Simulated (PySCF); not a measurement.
Correlation energy of Sb⁺ (antimony, charge +1)

[Kr] 4d10 5s1 5p2 5d1, one real determinant (an excited configuration). All numbers are calculated (PySCF 2.14, the spin-free X2C one-electron Hamiltonian (Gaussian nucleus), in aug-cc-pVQZ-DK3). Frozen: [Kr] 4d10; 4 electrons correlated.

```csv
level,correlation energy (mhartree)
CCSD,-34.58
(T),-3.70
CCSD(T),-38.28
```

Diagnostics: T1 = 0.031, D1 = 0.0831, largest double amplitude 0.380.

Problem. Is a single reference adequate?

Solution. Not fully. The real determinant used has ⟨L²⟩ near 8 against 12 for a pure F term, so it mixes terms. The outer electron is Rydberg-like, and this basis confines it to a smaller radius and binds it less than a complete one would. T1 exceeds 0.03, a sign that the reference determinant is poor. A double-excitation amplitude exceeds 0.15, a sign of near-degeneracy.

The reference is one real determinant that mixes LS terms of this configuration.
